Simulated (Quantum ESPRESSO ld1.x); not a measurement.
The numbers below are computed, except where a source is named.
Spin polarisation of the 4f6 shell in the samarium ion Sm2+. Start: [Xe] 4f(up 3, down 3); electrons of 4f are moved from spin down to spin up, other shells keep equal spins. Level of theory: scalar-relativistic Kohn-Sham, LDA (Slater exchange, VWN5 correlation), spin-polarised, spherical densities, point nucleus (ld1.x of Quantum ESPRESSO 7.5).

| moment (Bohr magnetons) | E - E(0) (eV) | e(4f up) (eV) | e(4f down) (eV) | 5p down minus up (eV) | 5s down minus up (eV) |
|---|---|---|---|---|---|
| 0 | 0.000 | -16.007 | -16.007 | 0.000 | 0.000 |
| 1 | -0.162 | -16.314 | -15.665 | 0.325 | 0.427 |
| 2 | -0.649 | -16.583 | -15.287 | 0.651 | 0.855 |
| 3 | -1.459 | -16.814 | -14.872 | 0.979 | 1.284 |
| 4 | -2.592 | -17.005 | -14.421 | 1.309 | 1.717 |
| 5 | -4.044 | -17.151 | -13.930 | 1.643 | 2.152 |
| 6 | -5.814 | -17.248 | -13.398 | 1.982 | 2.591 |

At moment 6 the spin-polarisation energy is -5.814 eV and the 4f exchange splitting 3.851 eV, that is 0.642 eV per Bohr magneton; E = -I m^2/4 would give I = 0.646 eV.
